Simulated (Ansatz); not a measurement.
A made-up structure of ZnBH2F, singlet:

```
5
angstrom
F 0.3007 -1.6227 1.3556
B -0.3998 -0.8498 0.2953
Zn 0.4978 1.1950 -0.4631
H -1.5395 -1.4323 -0.1466
H 1.1408 2.7098 -1.0412
```

It is relaxed with PBE-D4/def2-SVP and then PBE0-D4/def2-TZVP (Ansatz 0.2.0). Atoms count as bonded within 1.22 times the sum of their covalent radii (H–H: 0.88 Å). The end point is not checked to be a true minimum.

(1) Does its bonding change? (Judge from chemistry; the calculation decides.)

Results:

(1) The calculation gives: No: no bond forms or breaks.

Where it ends: The first stage lowers the energy by 0.89 eV in 5 steps. It ends as ZnBH₂F ([F][BH][ZnH]):
F1  (0.269, -1.449, 1.210)
B2  (-0.357, -0.759, 0.264)
Zn3  (0.445, 1.067, -0.413)
H4  (-1.375, -1.279, -0.131)
H5  (1.018, 2.420, -0.930)
(Å)

Labels in which every atom is bracketed show which atoms are joined, not bond orders.

For scale, one of the runs: PBE0-D4/def2-TZVP relaxation, 122 basis functions, launched by `ansatz run in.yaml --threads 2 --pin off --events-out ev --progress --plain --max-ram 4352MiB`. Hardware: 2 CPU threads of an Intel Xeon Platinum 8488C, shared host. Wall time about 17 s.
